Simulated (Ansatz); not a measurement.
`O[SiH2]O[SiH2]` radical, relaxed with UKS PBE0-D4/def2-TZVP in Ansatz 0.2.0 from a PBE-D4/def2-SVP geometry. The force threshold is 0.005 eV/Å; the program also tests the step.

Total charge 0; spin multiplicity 2.

Start:

```xyz
9

O     0.608   -0.357    2.232
Si    0.238   -0.902    0.698
O    -0.021    0.383   -0.338
Si    0.058    1.094   -1.851
H    -0.117    0.085    2.706
H    -1.024   -1.722    0.702
H     1.430   -1.694    0.261
H    -1.034    0.532   -2.737
H    -0.139    2.581   -1.673
```

Question: How much energy does the relaxation release, and in how many steps? (Estimate.)

Answer: Computed: 10.03 kJ/mol, in 26 steps, 1 of them rejected.

Question: Which bonds change most? (Estimate.)

Answer: Ansatz gave: Si2–O3 from 1.671 to 1.634 Å; O3–Si4 from 1.673 to 1.639 Å; O1–Si2 from 1.669 to 1.638 Å; Si4–H8 from 1.515 to 1.490 Å.

Question: Give the relaxed structure. (An estimate is asked.)

Answer: The calculation gave: 
```xyz
9

O     0.592   -0.004    1.900
Si    0.198   -0.994    0.656
O    -0.286   -0.167   -0.667
Si    0.065    1.034   -1.726
H    -0.114    0.448    2.364
H    -0.933   -1.882    1.017
H     1.435   -1.744    0.350
H    -0.911    0.951   -2.849
H    -0.046    2.358   -1.045
```
